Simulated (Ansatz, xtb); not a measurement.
# A geometry optimisation of FSi3+ with r2SCAN-D4/def2-SVP

The starting geometry of this gas-phase singlet has its atoms placed at random.

```xyz
4

F     0.0890   -0.3206    0.5309
Si   -1.2443   -1.0863    0.7632
Si   -0.7073    0.3343   -0.9014
Si    1.6835   -0.5141    0.3237
```

**Question.** One run relaxed it with r2SCAN-D4/def2-SVP. What is a likely outcome?

**Answer.** It ends as a structure with F1 bridging Si2 and Si4, given below by its coordinates. Distances that change by over a tenth: F1–Si2 (1.55 → 1.94 Å), F1–Si4 (1.62 → 1.95 Å). Contacts that open: F1–Si3 (1.76 → 2.32 Å). Contacts that close: Si3–Si4 (2.82 → 2.34 Å).

The energy falls by 5.98 eV over 10 steps:

| step | E − E(last) (eV) |
| --- | --- |
| 1 | 5.983 |
| 2 | 2.845 |
| 3 | 1.059 |
| 4 | 0.142 |
| 5 | 0.031 |
| 6 | 0.007 |
| 7 | 0.002 |
| 8 | 0.000 |
| 9 | 0.000 |
| 10 | 0.000 |

Final geometry (Å):

```xyz
4

F     0.1193   -0.1363    1.2024
Si   -1.3909   -1.1947    0.5920
Si   -0.4610    0.2289   -1.0101
Si    1.5536   -0.4848   -0.0678
```

From the same start GFN2-xTB ends elsewhere, differing in F1–Si2 (2.79 against 1.94 Å here), F1–Si3 (1.68 against 2.32 Å here), F1–Si4 (2.79 against 1.95 Å here).

From so rough a start the end depends on the optimiser's path, so another program may land elsewhere. The end wasn't checked by frequencies. Run with Ansatz 0.2.0, 45 s on 1 thread of AMD EPYC (Zen 3) (shared host).
